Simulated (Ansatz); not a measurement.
Several settings on one geometry of Nb2P2 (the lowest singlet isomer of a short search) (that of the charge 0 singlet, PBE0-D4/def2-SVP). Ansatz on 4 threads of Arm Neoverse V1 on a shared host; times are rough.

```tsv
atom	x (Å)	y (Å)	z (Å)
Nb1	-1.128	-0.049	0.496
Nb2	1.158	0.115	0.409
P3	0.121	-1.851	-0.325
P4	-0.151	1.785	-0.581
```

Totals from different functionals, basis sets or treatments of relativity can't be compared as stabilities.

In the def2 sets Nb takes a core potential; there is no spin–orbit coupling. B3LYP takes the VWN-RPA correlation. Correlated methods freeze 10 core orbitals; core or outer-core shells of Nb are correlated, in sets that lack core-valence functions.

The spins typed aren't always the lowest for that charge.

Problem. Give the basis size and estimate the energy, ⟨S²⟩ and time of these runs.

```
run                      method  charge    state                                               further keys
  1       UKS B2PLYP/def2-mTZVP       1  doublet  scf: {omitted_lower_state_checks: [starts]}; forces asked
  2      UKS ωB97X-V/def2-mTZVP      -1  doublet  scf: {omitted_lower_state_checks: [starts]}; forces asked
  3  RKS B3LYP-D3(BJ)/def2-TZVP       0  singlet                                                          –
```

Solution. 
```csv
run,functions,energy (Eh),⟨S²⟩,wall time
1,110,-795.9023,0.77,16 s
2,110,-796.4434,0.92,28 s
3,154,-796.7679,–,2.7 s
```

The highest occupied level of an anion often lies above zero with these methods, and sets without diffuse functions describe the outer electron poorly. At UKS ωB97X-V/def2-mTZVP the charge -1 doublet is spin-contaminated (final ⟨S²⟩ up to 0.92, 0.75 for a pure state).
